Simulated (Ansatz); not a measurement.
Ansatz (a program for electronic structure) input for GaH3, SMILES [GaH3], PBE/def2-TZVPD. The structure is a stationary point at PBE0-D3(BJ)/def2-TZVPD. The isomer is the one that the SMILES or the coordinates give; other isomers of the formula were not compared.

Ansatz 0.2 input:
```yaml
crystal:
  periodic: [false, false, false]
  atoms:
    - {symbol: Ga, position_ang: [0.00000000, 0.00000000, 0.00000000]}
    - {symbol: H, position_ang: [1.56860413, 0.00000000, 0.00000000]}
    - {symbol: H, position_ang: [-0.78430207, 1.35845103, 0.00000000]}
    - {symbol: H, position_ang: [-0.78430206, -1.35845103, 0.00000000]}
basis:
  gaussian:
    orbitals: def2-TZVPD
hamiltonian:
  xc: {name: PBE}
```

Log of the run:

```
WARN ansatz: RAYON_NUM_THREADS=1 ignored (pool sized by the plan → 1); use --threads N
Functional definition: PBE
integrals: 0.02 GiB planned
529 factors; their error is unknown
mean field: 0.15 GiB planned
mean field evaluation 1: about -52416.2154 eV, gradient 3.5e1 eV
mean field evaluation 2: about -52415.6250 eV, gradient 5.2e1 eV
mean field evaluation 4: about -52417.7602 eV, gradient 2.4e-1 eV
mean field evaluation 8: about -52417.7396 eV, gradient 2.8e-2 eV
mean field -52417.73962299 eV, -1926.3164011249 hartree, gradient 1.2e-5 eV, S^2 0.000000; 0 other end points of the search recorded, 0 dependent functions left out
reference -52417.73966300 eV, -1926.3164025953 hartree; 17, 17 occupied and 64, 64 virtual orbitals, 529 factors
Total energy: -52417.73966300 eV, -1926.3164025953 hartree
```

Self-consistency was reached.

Cost: around 0.4 core-seconds (rough).
